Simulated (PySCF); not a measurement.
An unknown is described by computed data only.

Elements present: C, H, N and S. Monoisotopic mass: 117.0612 u.

* UV, strongest line: among the 8 lowest singlet transitions: S3 at 5.99 eV (207 nm, f = 0.027) [TDDFT B3LYP/def2-SVPD]
* UV, first state: lowest singlet excitation: 5.30 eV (234 nm, f = 0.007) [TDDFT B3LYP/def2-SVPD]
* 13C NMR: chemical shifts (computed TMS as zero) by class: 58.0 (1 C), 54.9 (1 C), 43.8 (1 C), 41.2 (1 C), 37.8 (1 C) ppm [GIAO PBE0/pcSseg-1]
* Rotational structure: rotational constants A, B, C: 4.654, 1.264, 1.086 GHz [GFN2-xTB]
* Triplet: lowest triplet excitation (Tamm–Dancoff): 4.92 eV [TDA B3LYP/def2-SVPD]
* NMR, other nuclei: isotropic shieldings of nuclei other than C and H, by class: 217 (1 N), 505 (1 S) ppm [GIAO PBE0/pcSseg-1]
* 1H NMR: chemical shifts (computed TMS as zero) by class: 3.42 (1 H), 2.74 (1 H), 2.54 (1 H), 2.36 (1 H), 1.80 (1 H), 1.77 (1 H), 1.66 (1 H), 1.58 (1 H), 1.30 (1 H), 0.93 (2 H) ppm [GIAO PBE0/pcSseg-1]

Electronic properties: PySCF, gas phase, density fitting. Levels stand in brackets. One conformer (not necessarily the lowest) at the GFN2-xTB geometry, without solvent, vibrations or thermal averaging. NMR classes are plain means over equivalent atoms (diastereotopic ones count apart unless rotation or inversion swaps them), as if these changed places fast.

Problem. Which formula fits the mass and the elements?

Solution. C5H11NS (calculated 117.0612). No other formula that holds each of these elements comes within 0.0003 u with a fitting electron parity and a possible valence count.

Problem. Propose a structure and show how it fits.

Solution. Numbering: `[NH2:1][C@@H:2]1[CH2:3][CH2:4][C@H:5]([SH:6])[CH2:7]1`. Its formula, C5H11NS, gives 1 degree of unsaturation: 1 ring and 0 π bonds in the structure found. 5 carbons fall into 5 classes; from least to most shielded: ring sp3 carbon bound to nitrogen [C2] (58.0 ppm), ring CH2 carbon [C7] (54.9 ppm), ring sp3 carbon bound to sulfur [C5] (43.8 ppm), ring CH2 carbon [C4] (41.2 ppm), ring CH2 carbon [C3] (37.8 ppm). Hydrogen classes from least to most shielded: 1 H on an sp3 carbon bound to nitrogen, C2 (3.42 ppm), 1 H on an sp3 carbon bound to sulfur, C5 (2.74 ppm), 1 H on a ring CH2 carbon, C4 (2.54 ppm), 1 H on a ring CH2 carbon, C7 (2.36 ppm), 1 H on a ring CH2 carbon, C4 (1.80 ppm), 1 H on a ring CH2 carbon, C3 (1.77 ppm), 1 H on a ring CH2 carbon, C3 (1.66 ppm), 1 H on a thiol sulfur, S6 (1.58 ppm), 1 H on a ring CH2 carbon, C7 (1.30 ppm), 2 H on a primary amine nitrogen, N1 (0.93 ppm). The other shieldings belong to: 217 ppm, primary amine nitrogen [N1]; 505 ppm, thiol sulfur [S6]. The optimised geometry has point group C1 and is an asymmetric top. Structure: `[C@@H]1(N)CC[C@@H](C1)S`. The assignments are read from this structure; whether some other isomer fits the data as well wasn't checked. The mirror image fits equally.
